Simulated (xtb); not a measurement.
C5H7F, SMILES C#C[C@H](F)CC. All values are semi-empirical tight-binding results from xtb (GFN2-xTB unless named), good for trends rather than for accurate numbers. The structure is a stationary point at GFN2-xTB. The structure was generated by enumeration; whether it is a known compound was not checked. The values are those of a single conformer.

Optimised geometry:

```xyz
13

C      2.0109     1.0942     0.6088
C      1.2356     0.2971     0.1670
C      0.2821    -0.6456    -0.3925
F     -0.1499    -0.1917    -1.6314
C     -0.9314    -0.8531     0.5194
C     -1.6653     0.4536     0.7965
H      2.6989     1.7792     1.0065
H      0.7871    -1.6038    -0.5897
H     -0.5812    -1.2985     1.4525
H     -1.6053    -1.5590     0.0292
H     -2.5411     0.2692     1.4134
H     -1.0131     1.1539     1.3135
H     -1.9876     0.9074    -0.1378
```
Charge 0, spin multiplicity 1.

Computed properties:
```yaml
orbital_gap: 6.58 eV
dipole_moment: 2.30 D
zero_point_energy: 64.8 kcal/mol
G − E(el) at 298.15 K (modified RRHO): 45.4 kcal/mol
static polarisability (D4 model): 58.6 bohr³
solvation energy, GFN2-xTB/ALPB(water): -2.8 kcal/mol
solvation energy, GFN2-xTB/ALPB(methanol): -5.7 kcal/mol
```

Task: Give the IR lines (harmonic; lines under 4 % of the strongest left out, lines within 3 cm⁻¹ merged). (Estimate from the structure and the level; the computed values follow.)

Result: ν (cm⁻¹): 495 (w), 590 (w), 675 (m), 681 (w), 812 (w), 858 (w), 966 (vs), 981 (w), 1074 (w), 1105 (m), 1136 (w), 1285 (m), 1500 (w), 2865 (s), 2984 (m), 2992 (m), 3041 (vs), 3047 (m), 3395 (w) (against the strongest line: vs over 80 %, s over 45 %, m over 15 %, w over 4 %, vw less)

Computed atomic charges and the Wiberg bond orders between heavy atoms:
charges (e) C1 -0.09, C2 -0.02, C3 0.16, F4 -0.26, C5 -0.05, C6 -0.10, H7 0.09, H8 0.05, H9 0.04, H10 0.05, H11 0.04, H12 0.04, H13 0.05. Bond orders C1–C2 2.91, C2–C3 1.03, C3–F4 0.91, C3–C5 0.97, C5–C6 1.02.
